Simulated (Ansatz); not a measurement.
Several settings on one geometry of GeClH3 (GeH₃Cl) (that of the charge 0 singlet, PBE-D4/def2-TZVP). Ansatz on 4 threads of Intel Xeon on a shared host; times are rough.

```xyz
5

Ge   -0.0010    0.0016   -0.1618
Cl    0.0128   -0.0201    2.0112
H     1.4707    0.0110   -0.6259
H    -0.7454    1.2808   -0.5990
H    -0.7371   -1.2733   -0.6245
```

Totals from different functionals, basis sets or treatments of relativity can't be compared as stabilities.

The 6-31G sets use Cartesian d functions.

The spins typed aren't always the lowest for that charge.

**Question.** Give the basis size and estimate the energy, ⟨S²⟩, dipole and time of these runs.

| run | method | charge | state | further keys |
| --- | --- | --- | --- | --- |
| 1 | RKS r2SCAN0-D3(BJ)/6-31G* | 0 | singlet | scf: {omitted_lower_state_checks: [starts]}; forces asked |
| 2 | RKS r2SCAN50/def2-mTZVPP | 0 | singlet | scf: {lower_state_search: full} |
| 3 | UKS r2SCAN0/6-31G* | 0 | singlet | final_grid: {core_spheres: 8, valence_spheres: 7, degree: 23}; scf: {omitted_lower_state_checks: [starts]}; forces asked |
| 4 | UKS ωB97M-V/def2-SVP | 1 | doublet | fitting: {mean_field: def2-universal-jkfit}; scf: {omitted_lower_state_checks: [starts]}; forces asked |

**Answer.** 
```
run  functions  energy (Eh)  ⟨S²⟩  dipole (D)  wall time
  1         60   -2538.6651     –        2.40        6 s
  2         78   -2538.9617     –           –        6 s
  3         60   -2538.6642  0.00        2.40        6 s
  4         65   -2538.0621  0.76           –       40 s
```
